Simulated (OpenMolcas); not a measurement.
Pt⁴⁺: CASPT2 settings compared

- Program: OpenMolcas 26.06
- Basis: ANO-R1 [7s5p4d2f]
- Scalar Hamiltonian: X2C, finite nucleus
- Active space: 6 electrons in 5 orbitals (5d)
- State averaging: 2S+1 = 5 even, 5 roots; 2S+1 = 3 even, 45 roots kept (CI in the orbitals of an earlier block, 35 in the spin-orbit step); 2S+1 = 1 even, 49 roots kept (CI in the orbitals of an earlier block, 13 in the spin-orbit step)
- Spin-orbit coupling: state interaction with AMFI integrals over the reference wave functions, term energies averaged over their components

Methods on the same reference wave functions:
A. CASSCF
B. SS-CASPT2, IPEA 0.15 Eh, imaginary shift 0.2 Eh (closed shells correlated: 5s 5p)
C. SS-CASPT2, IPEA 0.15 Eh, no level shift (closed shells correlated: none)
D. SS-CASPT2, IPEA 0.5 Eh, sigma1 regulariser 0.3 Eh (closed shells correlated: 5s 5p)

Energies in cm-1 above 5d6 5D4.

| Level | A | B | C | D |
| --- | --- | --- | --- | --- |
| 5d6 5D4 | 0.0 | 0.0 | 0.0 | 0.0 |
| 5d6 5D3 | 7327 | 7400 | 7350 | 7360 |
| 5d6 5D2 [60 %] | 7456 | 6650 | 6870 | 6840 |
| 5d6 5D1 | 11479 | 11140 | 11220 | 11210 |
| 5d6 5D0 | 13759 | 13660 | 13670 | 13660 |
| 5d6 3H6 | 22905 | 22660 | 23570 | 22890 |

Among B to D the level of the table that moves most is 5d6 3H6, by 920 cm-1 (lowest in B, highest in C). Moves below CASPT2's spread within the term are not significant.

The lowest spin-free term lies below A's lowest term by 0.209 hartree in B, 0.071 hartree in C, 0.199 hartree in D.

CASPT2 breaks the degeneracy within a term, and the mean is taken; among the terms shown or strongly mixed into the levels shown the widest spread is 87 cm-1 (5d6 3H, D). Some high roots are left out of the spin-orbit mixing, which shifts the levels that they would mix with. Terms from blocks run as CI alone lack orbitals of their own. The basis is small and was not contracted for so high a charge. Without dynamic correlation excited terms often stand tens of per cent too high (terms of higher spin than the ground term too low), and those without a measured partner can miss by more than the paired ones (holds for A). Levels of configurations outside the active space are missing. Levels that lie high or do not pair safely by name in every column are left out.

A share in square brackets marks a mixed level and gives the weight of the term that names it, the lowest over the columns.
